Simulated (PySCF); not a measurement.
H3OSb. Atoms are numbered in the order given.

```xyz
5

Sb     0.0527     0.2838     0.0000
H     -1.1272     0.5308    -1.2173
H     -1.1272     0.5308     1.2173
O     -0.1447    -1.6803     0.0000
H      0.7230    -2.0911     0.0000
```

Geometry: PBE0-D3(BJ)/def2-TZVP. The def2 effective core potentials stand for the cores of Sb; spin–orbit coupling is left out.

These are TDDFT-PBE0/def2-TZVPD (PySCF) values and carry that method's errors.

Vertical excitations.  State labels are in the subgroup Cs.

| state | symmetry | energy (eV) | λ (nm) | f | main pairs |
|---|---|---|---|---|---|
| S1 | A' | 5.01 | 248 | 0.063 | HOMO→LUMO 98 % |
| S2 | A" | 5.55 | 223 | 0.002 | HOMO−1→LUMO 98 % |
| S3 | A" | 6.33 | 196 | 0.110 | HOMO→LUMO+1 93 % |
| S4 | A' | 6.34 | 195 | 0.141 | HOMO→LUMO+2 98 % |
| S5 | A' | 7.18 | 173 | 0.028 | HOMO−1→LUMO+1 82 % |
| S6 | A" | 7.35 | 169 | 0.034 | HOMO−1→LUMO+2 92 % |
| S7 | A' | 7.41 | 167 | 0.012 | HOMO→LUMO+3 80 % |
| S8 | A" | 7.55 | 164 | 0.067 | HOMO−2→LUMO 90 % |
| S9 | A' | 7.89 | 157 | 0.118 | HOMO−3→LUMO 78 % |
| S10 | A" | 8.20 | 151 | 0.081 | HOMO−1→LUMO+3 90 % |
| T1 | A' | 4.01 | 309 | 0 | HOMO→LUMO 97 % |
| T2 | A" | 4.99 | 248 | 0 | HOMO→LUMO+1 86 % |
| T3 | A" | 5.16 | 240 | 0 | HOMO−1→LUMO 86 % |
| T4 | A' | 5.86 | 212 | 0 | HOMO→LUMO+2 78 % |
Triplets are in the Tamm–Dancoff approximation, which puts them higher than full response would, so one can lie above its singlet here.
